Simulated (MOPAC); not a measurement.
Job for MOPAC: PM3 on stibine (SMILES [SbH3]), a point of a bond scan (R = 2.999 Å).

```
PM3 1SCF PRECISE CHARGE=0 THREADS=1
H3Sb

Sb     0.00013491 1    -0.00052872 1     0.05360827 1
H     -1.58163218 1    -1.89558225 1    -1.64993670 1
H     -0.49764804 1     1.33580031 1    -0.89700800 1
H      1.39449968 1    -0.22541911 1    -0.91716752 1
```

Program output:

```
*******************************************************************************
 **                                                                           **
 **                              MOPAC v23.2.5                                **
 **                                                                           **
 *******************************************************************************
 ** MOPAC's Digital Object Identifier: https://doi.org/10.5281/zenodo.6511958 **
 **                                                                           **
 ** Please cite the open-source release paper for use of this MOPAC version:  **
 ** J. E. Moussa and J. J. P. Stewart (2026)                                  **
 ** MOPAC: An open-source semiempirical molecular orbital program             **
 ** J. Open Source Softw., 11(119), 8025, https://doi.org/10.21105/joss.08025 **
 *******************************************************************************

                              PM3 CALCULATION RESULTS

 *******************************************************************************
 *  PM3        - The PM3 Hamiltonian to be used
 *
 *
 *
 *                 CHARGE ON SYSTEM = 0
 *
 *
 *
 *  PRECISE    - TIGHTER CRITERIA TO BE USED
 *  1SCF       - DO 1 SCF AND THEN STOP
 *  THREADS=1  - MULTI-THREADING NOT USED
 *  T=         - A TIME OF 172800.0 SECONDS REQUESTED
 *  DUMP=N     - RESTART FILE WRITTEN EVERY 7200.0 SECONDS REQUESTED
 *******************************************************************************
PM3 1SCF PRECISE CHARGE=0 THREADS=1
 H3Sb

   ATOM   CHEMICAL          X               Y               Z
  NUMBER   SYMBOL      (ANGSTROMS)     (ANGSTROMS)     (ANGSTROMS)

     1      Sb          0.00013491  *  -0.00052872  *   0.05360827  *
     2       H         -1.58163218  *  -1.89558225  *  -1.64993670  *
     3       H         -0.49764804  *   1.33580031  *  -0.89700800  *
     4       H          1.39449968  *  -0.22541911  *  -0.91716752  *



          CARTESIAN COORDINATES

    NO.       ATOM           X           Y           Z

     1        Sb          0.0001     -0.0005      0.0536
     2         H         -1.5816     -1.8956     -1.6499
     3         H         -0.4976      1.3358     -0.8970
     4         H          1.3945     -0.2254     -0.9172

  H: (PM3): J. J. P. STEWART, J. COMP. CHEM. 10, 209 (1989).
 Sb: (PM3): J. J. P. STEWART, J. COMP. CHEM. 12, 320-341 (1991).

           Empirical Formula: H3 Sb  =     4 atoms



      MOLECULAR POINT GROUP   :   Cs


      RHF CALCULATION, NO. OF DOUBLY OCCUPIED LEVELS = 4


 -------------------------------------------------------------------------------
 PM3 1SCF PRECISE CHARGE=0 THREADS=1
 H3Sb



     1SCF WAS SPECIFIED, SO BFGS WAS NOT USED
     SCF FIELD WAS ACHIEVED


                              PM3 CALCULATION
                                                       MOPAC v23.2.5 Linux




          FINAL HEAT OF FORMATION =        145.82458 KCAL/MOL =     610.13004 KJ/MOL


          COSMO AREA              =         92.71 SQUARE ANGSTROMS
          COSMO VOLUME            =         76.94 CUBIC ANGSTROMS

          IONIZATION POTENTIAL    =          8.702986 EV
          HOMO LUMO ENERGIES (EV) =         -8.703 -2.505
          NO. OF FILLED LEVELS    =          4
          MOLECULAR WEIGHT        =        124.7737         POINT GROUP:  Cs

          MOLECULAR DIMENSIONS (Angstroms)

            Atom       Atom       Distance
            H     3    H     2     3.49052
            H     4    H     2     2.29671
           Sb     1    H     3     1.09787


          SCF CALCULATIONS        =          1





   ATOM   CHEMICAL          X               Y               Z
  NUMBER   SYMBOL      (ANGSTROMS)     (ANGSTROMS)     (ANGSTROMS)

     1      Sb          0.00013491  *  -0.00052872  *   0.05360827  *
     2       H         -1.58163218  *  -1.89558225  *  -1.64993670  *
     3       H         -0.49764804  *   1.33580031  *  -0.89700800  *
     4       H          1.39449968  *  -0.22541911  *  -0.91716752  *

                             CARTESIAN COORDINATES

   1   Sb        0.000134910    -0.000528720     0.053608270
   2    H       -1.581632180    -1.895582250    -1.649936700
   3    H       -0.497648040     1.335800310    -0.897008000
   4    H        1.394499680    -0.225419110    -0.917167520


           Empirical Formula: H3 Sb  =     4 atoms



      MOLECULAR POINT GROUP   :   Cs


                  EIGENVALUES
 -37.00222 -11.89575 -11.16896  -8.70299  -2.50490   0.06804   0.10241


              NET ATOMIC CHARGES AND DIPOLE CONTRIBUTIONS

  ATOM NO.   TYPE          CHARGE      No. of ELECS.   s-Pop       p-Pop
    1         Sb           0.225768        4.7742     1.94427     2.82996
    2          H          -0.038097        1.0381     1.03810
    3          H          -0.093836        1.0938     1.09384
    4          H          -0.093836        1.0938     1.09384
 DIPOLE           X         Y         Z       TOTAL
 POINT-CHG.    -0.115    -0.154     1.178     1.193
 HYBRID         0.454     0.570    -1.536     1.700
 SUM            0.339     0.415    -0.358     0.645


          ATOMIC ORBITAL ELECTRON POPULATIONS

     Atom    s        px        py        pz
    1 Sb   1.94427   0.90972   0.92117   0.99907
    2  H   1.03810
    3  H   1.09384
    4  H   1.09384

 **********************
 *                    *
 * JOB ENDED NORMALLY *
 *                    *
 **********************




 == MOPAC DONE ==
```

The run finished.

Cost: about 0.03 core-seconds (a rough figure).
